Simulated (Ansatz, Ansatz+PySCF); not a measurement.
```xyz
2

Be    0.0000    0.0000    0.0000
F     0.0000    0.0000    1.2930
```

Basis set: def2-SVP (spherical functions). Correlated methods keep 1 orbital frozen. Correlation on ROHF uses semicanonical orbitals with singles. Charge 0, multiplicity 2.

Computed with Ansatz (development build ahead of 0.2.0); each method stands on the lowest determinant of its kind that the runs found.

Task: Give the atomization energy at this shape (free ground-state atoms in the same class of orbitals less the molecule, no zero-point energy) of doublet BeF by UHF-CCSD(T), UHF-MP2, ROHF-MP2, ROHF, UHF.

Result:

```json
{"method": "UHF-CCSD(T)", "atomization energy": "460.5 kJ/mol"}
{"method": "UHF-MP2", "atomization energy": "547.5 kJ/mol"}
{"method": "ROHF-MP2", "atomization energy": "537.0 kJ/mol"}
{"method": "ROHF", "atomization energy": "432.5 kJ/mol"}
{"method": "UHF", "atomization energy": "422.3 kJ/mol"}
```

Caution: the shape is not the minimum. Caution for UHF-CCSD(T), UHF: a free atom is spin contaminated.
